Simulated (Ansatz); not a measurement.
Consider the substitution at a C–Al bond: `N=[C]([AlH2])[SiH3]` + `BS` → `BSC(=N)[SiH3]` + `[AlH3]`.

Computed with Ansatz on PBE0-D4/def2-TZVP structures; ΔE is electronic, products minus reactants. CBS: MP2 limit from def2 TZ/QZ plus the TZ coupled-cluster correction, frozen cores. This one scheme is used for every species. Functionals use def2-TZVPP. B3LYP here is the variant with VWN-RPA as its local correlation; programs differ in this. Each species was taken in one conformer, which may not be the lowest.

```
             level  ΔE (eV)
         r2SCAN-D4     0.02
           PBE0-D4     0.04
          B3LYP-D4     0.06
            r2SCAN     0.03
     HF/def2-TZVPP     0.18
   CCSD/def2-TZVPP     0.14
CCSD(T)/def2-TZVPP     0.11
      HF/CBS(def2)     0.18
```

What does CCSD(T)/CBS give? (An estimate is asked.)

Ansatz gave: +0.09 eV. The listed levels differ from it by -0.07, -0.05, -0.03, -0.06, 0.09, 0.05, 0.02, 0.09 eV.

Largest T1 diagnostic among the species: 0.015.

The D4 term adds −0.08 eV with B3LYP and −0.04 eV with PBE0; it sums over pairs of atoms, weighted by their polarisabilities, and B3LYP, whose exchange is more repulsive, gets the larger term. In def2-TZVPP, CCSD(T) changes the Hartree–Fock value by −0.07 eV (the triples alone add −0.04 eV) and MP2 by −0.13 eV.
